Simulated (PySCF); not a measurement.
Ligands exchanged one at a time, Ga Cl-Br. Isolated molecules, 0 K electronic values unless said otherwise. Strings in code marks are SMILES.

Level of theory: PySCF 2.14.0 with PBE-D3(BJ)/def2-TZVP // PBE0-D3(BJ)/def2-TZVP. All candidates: neutral, multiplicity 1. Delta-SCF ions had no search for a lower state. 

The vertical ionisation energy (Delta-SCF) is 10.27 eV, the dipole moment comes out as 0.30 D and the LUMO is -3.03 eV.

Which member has these values?
A. `[Cl][Ga]([Cl])[Cl]`
B. `[Cl][Ga]([Br])[Br]`
C. `[Br][Ga]([Br])[Br]`
D. `[Cl][Ga]([Cl])[Br]`

B, `[Cl][Ga]([Br])[Br]`. The others give `[Cl][Ga]([Cl])[Cl]`: 10.89 eV, 0.00 D, -2.89 eV; `[Br][Ga]([Br])[Br]`: 10.03 eV, 0.00 D, -3.09 eV; `[Cl][Ga]([Cl])[Br]`: 10.55 eV, 0.32 D, -2.96 eV
